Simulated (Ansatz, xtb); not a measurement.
**C4H6BNO: which of two isomers lies lower**

Structure a: `Bc1cocc1N`, a singlet. Structure b: `Bc1ccc(N)o1`, a singlet. Both are isolated molecules in the gas phase, relaxed with PBE-D3(BJ)/def2-SVP; the shapes shown needn't be the lowest conformers.

a (Å):

```tsv
atom	x (Å)	y (Å)	z (Å)
C	-0.5535	0.4155	-0.9986
C	0.2264	1.4065	-1.5999
C	1.6691	0.0626	-0.6271
C	0.4242	-0.4723	-0.3617
B	-2.0686	0.3466	-1.0075
N	0.1037	-1.6380	0.3038
O	1.5309	1.2146	-1.3893
H	-2.6654	-0.5375	-0.4119
H	-2.7171	1.1864	-1.6049
H	-0.0489	2.2894	-2.1890
H	2.6943	-0.2264	-0.3824
H	-0.8605	-1.6885	0.6364
H	0.7828	-1.9807	0.9830
```

b (Å):

```yaml
atoms:
  - { symbol: C, position_ang: [-1.1108, 0.3965, -0.3833] }
  - { symbol: C, position_ang: [-0.6946, 0.7151, -1.6847] }
  - { symbol: C, position_ang: [0.5809, 0.1607, -1.9159] }
  - { symbol: C, position_ang: [0.9097, -0.4953, -0.7195] }
  - { symbol: B, position_ang: [-2.3492, 0.7103, 0.4035] }
  - { symbol: N, position_ang: [1.9921, -1.2455, -0.3666] }
  - { symbol: O, position_ang: [-0.0613, -0.3698, 0.1893] }
  - { symbol: H, position_ang: [-2.4923, 0.3172, 1.5458] }
  - { symbol: H, position_ang: [-3.2145, 1.3744, -0.1376] }
  - { symbol: H, position_ang: [-1.2909, 1.3069, -2.3897] }
  - { symbol: H, position_ang: [1.1960, 0.2122, -2.8202] }
  - { symbol: H, position_ang: [2.1205, -1.4308, 0.6287] }
  - { symbol: H, position_ang: [2.8426, -1.1366, -0.9155] }
```

Quicker runs give these differences E(b) − E(a): GFN2-xTB −26.4 kJ/mol; HF/STO-3G −30.8 kJ/mol (at GFN2-xTB geometries); r2SCAN-D4/def2-SVP −46.4 kJ/mol (at GFN2-xTB geometries).

Task: Estimate E(b) − E(a) at the level CCSD(T)/def2-SVP + ΔMP2/def2-TZVPP.

Result: Calculated at CCSD(T)/def2-SVP + ΔMP2/def2-TZVPP: E(b) − E(a) = −34.8 kJ/mol, so structure b lies lower.

The same difference at several levels:

```json
{"level": "GFN2-xTB", "geometry": "GFN2-xTB", "E(b) − E(a) (kJ/mol)": "−26.4", "departure from the last row (kJ/mol)": "+8.4", "job, with rough time for the two": "optimisation, 0.42 s"}
{"level": "HF/STO-3G", "geometry": "GFN2-xTB", "E(b) − E(a) (kJ/mol)": "−30.8", "departure from the last row (kJ/mol)": "+4.0", "job, with rough time for the two": "single point, 0.74 s"}
{"level": "r2SCAN-D4/def2-SVP", "geometry": "GFN2-xTB", "E(b) − E(a) (kJ/mol)": "−46.4", "departure from the last row (kJ/mol)": "−11.6", "job, with rough time for the two": "single point, 5 s"}
{"level": "PBE-D3(BJ)/def2-SVP", "geometry": "PBE-D3(BJ)/def2-SVP", "E(b) − E(a) (kJ/mol)": "−43.6", "departure from the last row (kJ/mol)": "−8.8", "job, with rough time for the two": "optimisation, 33 s"}
{"level": "HF/def2-SVP", "geometry": "PBE-D3(BJ)/def2-SVP", "E(b) − E(a) (kJ/mol)": "−42.3", "departure from the last row (kJ/mol)": "−7.5", "job, with rough time for the two": "part of the CCSD(T) run"}
{"level": "MP2/def2-SVP", "geometry": "PBE-D3(BJ)/def2-SVP", "E(b) − E(a) (kJ/mol)": "−35.6", "departure from the last row (kJ/mol)": "−0.8", "job, with rough time for the two": "part of the CCSD(T) run"}
{"level": "CCSD(T)/def2-SVP", "geometry": "PBE-D3(BJ)/def2-SVP", "E(b) − E(a) (kJ/mol)": "−33.7", "departure from the last row (kJ/mol)": "+1.1", "job, with rough time for the two": "single point"}
{"level": "CCSD(T)/def2-SVP + ΔMP2/def2-TZVPP", "geometry": "PBE-D3(BJ)/def2-SVP", "E(b) − E(a) (kJ/mol)": "−34.8", "departure from the last row (kJ/mol)": "", "job, with rough time for the two": "single point, 82 s"}
```

As drawn, both hold the same kinds of bond in the same numbers.

The levels shown agree on the order. The largest departure from CCSD(T)/def2-SVP + ΔMP2/def2-TZVPP is that of r2SCAN-D4/def2-SVP, 11.6 kJ/mol. The last row adds to CCSD(T) the change of the MP2 difference between the two basis sets, here −1.1 kJ/mol.

With thermal terms from frequencies at re-optimised GFN2-xTB minima (ideal gas, soft modes damped towards free rotors, one conformer each, 298.15 K, 1 atm): on the last row, ΔE + ΔZPE = −34.5, ΔH = −34.5, ΔG = −34.4 kJ/mol.

The correlated steps freeze 7 core orbitals. Run with Ansatz 0.2.0, xtb 6.7.1; the last row on 2 threads of Intel(R) Xeon(R) Processor @ 2.70GHz on a shared host.
